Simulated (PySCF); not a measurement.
**SMILES C(=C=C/C=C\C#N)B(Cl)Cl, C$_{6}$H$_{4}$BCl$_{2}$N**

Geometry (Å), atoms numbered from 1 in this order:
```xyz
14

N    -3.6836    1.4790    1.0596
C    -3.2122    0.6195    0.4618
C    -2.6485   -0.4342   -0.2761
C    -1.3406   -0.5063   -0.5759
C    -0.3749    0.4821   -0.1626
C     0.8927    0.4282   -0.4679
C     2.1690    0.3408   -0.7268
B     3.1879   -0.3890    0.1861
Cl    2.6758   -1.1748    1.6304
Cl    4.8528   -0.4293   -0.2443
H    -3.3423   -1.1984   -0.5985
H    -0.9680   -1.3421   -1.1515
H    -0.7455    1.3132    0.4265
H     2.5367    0.8109   -1.6327
```

Computed, not measured: PySCF, quadratic response OPBE/6-311G** first hyperpolarisability, Taylor convention, gas phase. Geometry: GFN2-xTB.

Give β for the processes computed.

In au, Taylor convention; the vector part is βᵢ = ⅓ Σⱼ (βᵢⱼⱼ + βⱼᵢⱼ + βⱼⱼᵢ); β∥ is 3/5 of the vector part along the dipole, the dipole points from − to +:
```tsv
process	λ (nm)	β vector norm	β∥	β HRS	depolarisation ratio
static β(0;0,0)	∞	156.7	-49.9	123.1	1.98
second harmonic β(−2ω;ω,ω)	1907	172.8	-50.2	134.5	2.00
Pockels β(−ω;ω,0)	1907	161.7	-50.0	–	–
second harmonic β(−2ω;ω,ω)	1064	223.3	-48.7	168.2	2.06
Pockels β(−ω;ω,0)	1064	174.1	-50.2	–	–
```

Which lowest excitations, dipole and polarisabilities go with it?

S1 3.36 eV (f = 0.000); S2 4.70 eV (f = 0.488); S3 4.74 eV (f = 0.067); dipole 3.37 D; isotropic α 120.3 au static, 121.2 au at 1907 nm, 123.2 au at 1064 nm, 123.9 au at 953.5 nm, 133.8 au at 532 nm.
